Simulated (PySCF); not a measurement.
Computed NMR parameters against published values

Geometry:
| atom | x (Å) | y (Å) | z (Å) |
| --- | --- | --- | --- |
| C1 | 3.564 | -0.470 | -1.137 |
| C2 | 2.503 | -0.083 | -0.120 |
| C3 | 1.099 | -0.240 | -0.661 |
| O4 | 0.193 | 0.145 | 0.341 |
| C5 | -1.132 | 0.079 | 0.097 |
| C6 | -1.975 | 0.462 | 1.150 |
| C7 | -3.353 | 0.426 | 0.989 |
| C8 | -3.917 | 0.010 | -0.220 |
| C9 | -3.078 | -0.369 | -1.263 |
| C10 | -1.690 | -0.339 | -1.116 |
| H11 | 3.459 | -1.521 | -1.450 |
| H12 | 4.575 | -0.348 | -0.722 |
| H13 | 3.501 | 0.154 | -2.043 |
| H14 | 2.595 | -0.698 | 0.790 |
| H15 | 2.635 | 0.963 | 0.200 |
| H16 | 0.961 | 0.385 | -1.565 |
| H17 | 0.916 | -1.290 | -0.961 |
| H18 | -1.516 | 0.784 | 2.087 |
| H19 | -3.997 | 0.727 | 1.819 |
| H20 | -5.001 | -0.017 | -0.344 |
| H21 | -3.504 | -0.698 | -2.215 |
| H22 | -1.055 | -0.642 | -1.950 |

PySCF calculation with GIAO PBE/pcSseg-1 shieldings and coordinates at the PBE0-D3(BJ)/def2-SVP level; rapidly exchanging positions averaged, one conformer, no relativistic terms, no solvent.

Reference values: measured (solution, not stated per compound (mostly CDCl3 or CCl4); Pretsch, Buehlmann, Badertscher, Structure Determination of Organic Compounds, 4th ed. (2009)).
| atoms | quantity | reference | computed | computed, scaled |
| --- | --- | --- | --- | --- |
| C3 | δ $^{13}$C | 69.4 | 72.1 | 70.3 |
| C2 | δ $^{13}$C | 22.8 | 27.2 | 25.6 |
| C1 | δ $^{13}$C | 10.6 | 11.1 | 9.7 |
| H16/H17 | δ $^{1}$H | 3.86 | 3.57 | – |
| H14/H15 | δ $^{1}$H | 1.70 | 1.85 | – |
| H11/H12/H13 | δ $^{1}$H | 1.05 | 1.03 | – |

Computed shifts are σ(ref) − σ with the named reference compound (TMS for H and C) calculated as an isolated molecule at the same level. The measured values may be among those fitted. Expected solution values come from regression of measured δ (H and C: mostly CDCl3, vs TMS) on computed σ: $^{13}$C (scatter 1.8 ppm rms, 2.0 ppm with the 1 outlier that the fit left out). A few per cent of atoms miss by over 2 rms, more outside the fitted compound classes.

(1) How far are the unscaled $^{13}$C shifts from the references?

(2) How far are the unscaled $^{1}$H shifts from the references?

Answers

(1) Mean signed difference +2.53 ppm, mean absolute 2.53 ppm over 3 comparisons; the largest is +4.4 ppm at C2 (sp3 CH2).

(2) Mean signed difference -0.05 ppm, mean absolute 0.15 ppm over 3 comparisons; the largest is -0.29 ppm at H16/H17 (hydrogen on an sp3 CH2 bonded to O).

6 of the 12 published NMR values on file for this molecule are compared.

The carbons averaged at δ 115.0 differ by 10 ppm in this conformer.
